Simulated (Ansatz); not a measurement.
Born–Oppenheimer molecular dynamics of BBrCl₂H₂O (7 atoms, charge 0, multiplicity 1). It starts from a rough guess of a transition structure, not a stationary point.

Level of theory: Ansatz, UKS PBE/def2-SVP.

```yaml
ensemble: NVE (velocity Verlet)
time_step: 0.5 fs
steps_asked: 150
starting_velocities_drawn_for: 600 K
seed: 982076
```

First frame:

```xyz
7
Properties=species:S:1:pos:R:3
B -0.221 -0.703 0.081
O -0.454 0.955 -0.426
Cl -0.709 -1.767 -1.166
Cl -0.723 -0.860 1.732
H 0.797 1.161 -0.488
Br 2.118 -0.259 -0.035
H -0.807 1.473 0.304
```

Q: How far do the bonds stretch over the last three quarters of this one trajectory? (Pairs bonded in most of those frames.)

A: 
| bond | mean (Å) | spread (Å) | shortest | longest |
| --- | --- | --- | --- | --- |
| B1–O2 | 1.386 | 0.074 | 1.25 | 1.50 |
| B1–Cl3 | 1.779 | 0.049 | 1.70 | 1.85 |
| B1–Cl4 | 1.809 | 0.058 | 1.70 | 1.90 |
| O2–H7 | 0.990 | 0.048 | 0.91 | 1.06 |
| H5–Br6 | 1.466 | 0.075 | 1.35 | 1.64 |

Pairs bonded in part of these frames only: B1–Br6 16 %.

Mean temperature of the second half: 1450 K. The conserved energy stayed within 0.59 meV per atom of its start (net change -0.17 meV per atom), so the integration is sound. The kinetic energy rose, since the run started high on the potential surface and went downhill. It ends in pieces (BCl2HO + BrH), so much of that is their flight and rotation, not heat. A run of 0.075 ps of so small a system gives no equilibrium averages. The orbitals were unrestricted but ended closed-shell.

Run time: 13 min on 2 threads of Arm Neoverse N1, on a shared host, peak memory 0.19 GiB.
